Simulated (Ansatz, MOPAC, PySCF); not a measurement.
Breaking a bond: GeH, doublet.

- UHF/3-21G = PySCF 2.14.0 with unrestricted Hartree-Fock/3-21G
- AM1, unrestricted, heats of formation (MOPAC)
- PM7, unrestricted, heats of formation (MOPAC)
- FCI = Ansatz (a program for electronic structure) with full CI/aug-cc-pVDZ, cores with 3d frozen

Energies relative to the lowest point of each curve near equilibrium, in eV; the last columns give the difference from FCI:

| R / Å | UHF/3-21G | AM1 | PM7 | FCI | UHF/3-21G − FCI | AM1 − FCI | PM7 − FCI |
|---|---|---|---|---|---|---|---|
| 1.18 | 2.250 | 1.083 | 1.269 | 2.422 | -0.173 | -1.339 | -1.153 |
| 1.28 | 1.111 | 0.500 | 0.605 | 1.199 | -0.088 | -0.699 | -0.594 |
| 1.35 | 0.611 | 0.240 | 0.312 | 0.663 | -0.052 | -0.423 | -0.351 |
| 1.44 | 0.223 | 0.051 | 0.091 | 0.247 | -0.024 | -0.196 | -0.157 |
| 1.52 | 0.053 | 0.000 | 0.008 | 0.062 | -0.010 | -0.062 | -0.054 |
| 1.55 | 0.021 | 0.005 | 0.000 | 0.027 | -0.006 | -0.022 | -0.027 |
| 1.60 | 0.000 | 0.039 | 0.011 | 0.000 | 0.000 | 0.039 | 0.011 |
| 1.65 | 0.012 | 0.103 | 0.048 | 0.007 | 0.005 | 0.096 | 0.041 |
| 1.67 | 0.025 | 0.136 | 0.069 | 0.018 | 0.008 | 0.118 | 0.051 |
| 1.76 | 0.129 | 0.329 | 0.205 | 0.110 | 0.019 | 0.219 | 0.095 |
| 1.88 | 0.352 | 0.672 | 0.464 | 0.310 | 0.042 | 0.361 | 0.154 |
| 1.97 | 0.557 | 0.970 | 0.688 | 0.494 | 0.063 | 0.476 | 0.195 |
| 2.12 | 0.905 | 1.481 | 1.045 | 0.825 | 0.080 | 0.656 | 0.220 |
| 2.43 | 1.384 | 2.431 | 1.906 | 1.485 | -0.101 | 0.945 | 0.420 |
| 2.65 | 1.561 | 2.702 | 2.176 | 1.873 | -0.312 | 0.829 | 0.303 |
| 2.87 | 1.664 | 2.851 | 2.342 | 2.173 | -0.510 | 0.678 | 0.168 |
| 3.20 | 1.742 | 2.963 | 2.471 | 2.469 | -0.726 | 0.494 | 0.002 |
| 3.60 | 1.782 | 3.016 | 2.532 | 2.639 | -0.857 | 0.377 | -0.107 |
| 3.92 | 1.796 | 3.033 | 2.550 | 2.697 | -0.901 | 0.335 | -0.148 |
| 4.37 | 1.805 | 3.041 | 2.558 | 2.731 | -0.926 | 0.310 | -0.173 |
| 4.86 | 1.809 | 3.044 | — | 2.743 | -0.934 | 0.301 | — |
| 5.65 | 1.811 | 3.045 | — | 2.748 | -0.937 | 0.296 | — |
| 6.42 | 1.811 | 3.045 | — | 2.749 | -0.938 | 0.295 | — |

UHF/3-21G is furthest from FCI at 6.42 (-0.938 eV, below); its mean absolute difference over the points is 0.335 eV.

AM1 is furthest from FCI at 1.18 (-1.339 eV, below); its mean absolute difference over the points is 0.416 eV.

PM7 is furthest from FCI at 1.18 (-1.153 eV, below); its mean absolute difference over the points is 0.221 eV.

Dashes: no converged value, or the column stops at the first point that the program doubted or that broke a chosen test of continuity, which isn't proof of a fault.

The unrestricted determinant behind UHF/3-21G is spin-contaminated at 2.12 to 6.42 Å (<S²> up to 1.8, against 0.75 for a pure doublet).
